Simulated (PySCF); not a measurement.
C2H3ClSi (SMILES C#C[SiH2]Cl), singlet, geometry from GFN2-xTB. Base run: PBE/def2-SVP, polarisability run with PySCF.

Input for PySCF:
```python
from pyscf import gto, scf, dft
from pyscf.prop import polarizability

mol = gto.Mole()
mol.atom = '''
    Si   -0.435180   -0.507243    0.497600
    Cl   -1.171506    0.888676   -0.767482
    C     1.409008   -0.481278    0.373870
    C     2.607392   -0.451704    0.281597
    H    -0.921377   -1.820759    0.083778
    H    -0.825516   -0.159320    1.861252
    H     3.656607   -0.428116    0.202963
'''
mol.basis = 'def2-svp'
mol.charge = 0
mol.spin = 0
mol.verbose = 4
mol.build()

mf = dft.RKS(mol)
mf.xc = 'pbe'
mf.kernel()
alpha = mf.Polarizability().polarizability()[2, 2]
print('alpha_zz =', alpha)
```

Each row names what was changed in the base input (with any setting that the change needs).

| change | alpha_zz (bohr³) | basis functions | core-seconds (rough) |
|---|---|---|---|
| base | 38.96 | 79 | 9 |
| finite field (a.u.) = 0.001; conv_tol = 1e-11 | 38.96 | 79 | 10 |
| basis = aug-cc-pVDZ | 53.68 | 127 | 20 |
| finite field (a.u.) = 0.05; conv_tol = 1e-11 | 39.23 | 79 | 9 |
| finite field (a.u.) = 0.02; conv_tol = 1e-11 | 39.00 | 79 | 9 |
| basis = def2-SVPD | 53.27 | 115 | 10 |
| functional = pbe0 | 38.08 | 79 | 9 |
| basis = 6-31G | 35.24 | 50 | 5 |
| functional = hf | 35.91 | 79 | 1 |
| functional = camb3lyp | 37.51 | 79 | 10 |
| finite field (a.u.) = 0.001; conv_tol = 1e-6 | 38.98 | 79 | 6 |
| basis = STO-3G | 16.27 | 31 | 3 |

Finite-field rows take the second difference of the energy in a field along z; a small field with loose convergence shows SCF noise divided by the square of the field, and a large one adds hyperpolarisability.
